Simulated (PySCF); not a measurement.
ClH2Si, SMILES Cl[SiH2] (connectivity only; charge and spin as stated), charge +1, multiplicity 1. Coordinates come from a PBE-D3(BJ)/def2-TZVP optimisation. The spin state was assumed, not searched. The isomer is the one that the SMILES or the coordinates give; other isomers of the formula were not compared.

Method: PBE-D3(BJ)/def2-TZVP in PySCF.

Harmonic wavenumbers (cm⁻¹): 597, 653, 661, 900, 2210, 2278. Rotational constants (GHz): 146.5, 7.592, 7.218; symmetry number 2.

**Question.** Work out the zero-point energy and the ideal-gas rigid-rotor harmonic-oscillator thermochemistry at 298.15 K and 1 atm.

**Answer.** ZPE = ½ Σ hcν = ½ × 7298 cm⁻¹ = 43.65 kJ/mol. H − E(el) = 54.83 kJ/mol. Entropy in J/(mol K): translation 160.91, rotation 83.02, vibration 5.52, total 249.45. G − E(el) = -19.55 kJ/mol. Cp = 47.38 J/(mol K).
